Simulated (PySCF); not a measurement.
Calculated molecular-ion clusters (M+•, centroid m/z and relative intensity) of several compounds:

1. 158.0032 (100.0), 159.0062 (7.5), 160.0004 (5.4), 161.0036 (0.4)
2. 171.9718 (100.0), 172.9746 (5.2), 173.9678 (4.6)
3. 108.0682 (100.0), 109.0710 (7.3)
4. 213.9651 (7.5), 214.9667 (3.2), 215.9649 (14.1), 216.9666 (21.8), 217.9655 (56.8), 218.9688 (4.3), 219.9665 (93.1), 220.9699 (7.1), 221.9683 (100.0), 222.9717 (7.6)
5. 82.0233 (100.0), 83.0247 (9.5), 84.0207 (3.6)
6. 153.9791 (100.0), 154.9798 (23.4), 155.9794 (33.7), 156.9770 (0.5), 157.9807 (33.8), 158.9782 (0.5), 159.9826 (5.4)

Lines and terms under 0.3 % are left out. Candidates, as SMILES:
A. `C1CC/C(=N/[H])[C@H]1C#N`
B. `[NH2][Zr]([NH2])([NH2])[NH2]`
C. `FC(F)(CP1(C=C1)=S)F`
D. `C[Te]c1ccccc1`
E. `O=S(=O)(O)C=C1C=CC=C1`
F. `C1=C[SiH2]C=C1`

Q: Match clusters and compounds, and give each formula.

A: 
1 = E, C6H6O3S, monoisotopic mass of the neutral 158.0038 u; relative to that species, one 13C gives 6.5 % at +1, one 33S gives 0.8 % at +1, one 34S gives 4.5 % at +2 and one 18O gives 0.6 % at +2.
2 = C, C4H4F3PS, monoisotopic mass of the neutral 171.9723 u; relative to that species, one 13C gives 4.3 % at +1, one 33S gives 0.8 % at +1 and one 34S gives 4.5 % at +2.
3 = A, C6H8N2, monoisotopic mass of the neutral 108.0687 u; relative to that species, one 13C gives 6.5 % at +1 and one 15N gives 0.7 % at +1.
4 = D, C7H8Te, monoisotopic mass of the neutral 221.9688 u; relative to that species, one 122Te gives 7.5 % at -8, one 123Te gives 2.6 % at -7, one 124Te gives 13.9 % at -6, one 125Te gives 20.7 % at -5, one 126Te gives 55.3 % at -4, one 128Te gives 93.1 % at -2 and one 13C gives 7.6 % at +1.
5 = F, C4H6Si, monoisotopic mass of the neutral 82.0239 u; relative to that species, one 29Si gives 5.1 % at +1, one 13C gives 4.3 % at +1 and one 30Si gives 3.3 % at +2.
6 = B, H8N4Zr, monoisotopic mass of the neutral 153.9796 u; relative to that species, one 91Zr gives 21.8 % at +1, one 15N gives 1.5 % at +1, one 92Zr gives 33.3 % at +2, one 94Zr gives 33.8 % at +4 and one 96Zr gives 5.4 % at +6.

Q: What is the mean mass of the whole cluster 4, and how does it compare with the molar mass?

A: 219.741 u over all lines, faint ones too (the ion lacks one electron, 0.0005 u); standard atomic weights give 219.741 g/mol for C7H8Te.

Q: Give the exact less the nominal mass of each, in mDa.

A: C6H8N2 +68.7, H8N4Zr -20.4, C4H4F3PS -27.7, C7H8Te -31.2, C6H6O3S +3.8, C4H6Si +23.9 (neutral, monoisotopic).

Abundances used (%; other tables differ somewhat): 16O 99.757, 17O 0.038, 18O 0.205; 32S 94.93, 33S 0.76, 34S 4.29, 36S 0.02; 12C 98.93, 13C 1.07; 1H 99.9885, 2H 0.0115; 14N 99.632, 15N 0.368; 120Te 0.09, 122Te 2.55, 123Te 0.89, 124Te 4.74, 125Te 7.07, 126Te 18.84, 128Te 31.74, 130Te 34.08; 28Si 92.2297, 29Si 4.6832, 30Si 3.0872; 90Zr 51.45, 91Zr 11.22, 92Zr 17.15, 94Zr 17.38, 96Zr 2.8.
